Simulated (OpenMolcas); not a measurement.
A calculation on Sr+.

- Program: OpenMolcas 26.06
- Method: SS-CASPT2, IPEA 0.25 Eh, imaginary shift 0.1 Eh (closed shells correlated: 4s 4p)
- Basis: ANO-RCC-VTZP [7s6p3d1f]
- Scalar Hamiltonian: DKH2, point nucleus
- Active space: 1 electron in 9 orbitals (4d 5s 5p)
- State averaging: 2S+1 = 2 even, 6 roots; 2S+1 = 2 odd, 3 roots
- Spin-orbit coupling: state interaction with AMFI integrals over the reference wave functions, term energies averaged over their components

(1) Which level of the active space comes out lowest?

(2) How high does 4d 2D 3/2 lie?

(3) How high does 5p 2P* 3/2 lie?

(4) How high does 4d 2D 5/2 lie?

Measured values: NIST Handbook of Basic Atomic Spectroscopic Data.

Results:

(1) 5s 2S 1/2, with 100 % of that term; it is also the measured ground level.

(2) 17070 cm-1 above the lowest level; measured 14556 cm-1 above the ground level, so the calculation is off by +17 %.

(3) 24210 cm-1 above the lowest level; measured 24517 cm-1 above the ground level, so the calculation is off by -1 %.

(4) 17340 cm-1 above the lowest level; measured 14836 cm-1 above the ground level, so the calculation is off by +17 %.

Term energies are means over components that CASPT2 splits; among the terms shown or strongly mixed into the levels shown the widest spread is 140 cm-1 (4d 2D). ANO sets are built for ground and valence states and can reach diffuse excited orbitals poorly. With one active electron, CASPT2 adds the correlation within the correlated inactive shells and between them and that electron, and leaves the splitting within a term as the reference gives it. Computed and measured levels are paired by configuration, term and J; levels that our copy of the source lacks, or whose pairing is in doubt (as where it misses far off the trend of its configuration), stay unpaired and out of the deviations. Only configurations of the active space appear.

* marks odd parity.
